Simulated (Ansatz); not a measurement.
A further run on the cluster Rh₃⁻.

```yaml
crystal:
  periodic: [false, false, false]
  atoms:
    - {symbol: Rh, position_ang: [-1.352733, 0.232641, -0.157461]}
    - {symbol: Rh, position_ang: [0.450152, -1.265748, 0.322847]}
    - {symbol: Rh, position_ang: [0.902581, 1.033107, -0.165386]}
basis:
  gaussian: {orbitals: def2-mTZVPP}
total_charge: -1
magnetization: {spin_polarized: true, initial_magnetization: 2}
hamiltonian: {xc: {name: RPBE}}
scf: {lower_state_search: off}
output: {forces: true}
```

```sh
$ ansatz run in.yaml --threads 4 --pin off --events-out ev --progress --plain --max-ram 3916MiB
```

It prints (some lines left out):

```
Functional definition: RPBE
1020 factors; their error is unknown
mean field evaluation 1: about -9028.2648 eV, gradient 2.7e1 eV
mean field evaluation 2: about -8512.1002 eV, gradient 2.8e2 eV
mean field evaluation 4: about -8942.1939 eV, gradient 1.4e2 eV
mean field evaluation 8: about -9031.9086 eV, gradient 1.2e0 eV
mean field evaluation 16: about -9031.9213 eV, gradient 6.2e-3 eV
mean field -9031.93755236 eV, -331.9175829820 hartree, gradient 2.7e-6 eV, S^2 2.434616; 0 other end points of the search recorded, 0 dependent functions left out
reference -9031.93758406 eV, -331.9175841471 hartree; 27, 25 occupied and 72, 74 virtual orbitals, 1020 factors
Total energy: -9031.93758406 eV, -331.9175841471 hartree
Atom 0 at    -1.352733     0.232641    -0.157461 Å, force    -0.690832     0.119367    -0.080541 eV/Å
Atom 1 at     0.450152    -1.265748     0.322847 Å, force     0.112200    -1.247190     0.292513 eV/Å
Atom 2 at     0.902581     1.033107    -0.165386 Å, force     0.578632     1.127823    -0.211971 eV/Å
Dipole moment:    -0.040269     0.017578     0.045789 e Å
Checks for a lower state left out: stability, starts, cluster_reference, orbital_swaps, neighbouring_geometries, increment
```

Run time 4.1 s (4 threads of Arm Neoverse V2 on a shared host).

In the def2 sets Rh takes a core potential; there is no spin–orbit coupling. The highest occupied level of an anion often lies above zero with these methods, and sets without diffuse functions describe the outer electron poorly. The charge -1 triplet is spin-contaminated (final ⟨S²⟩ up to 2.43, 2.00 for a pure state).

The dipole of an ion depends on the origin.
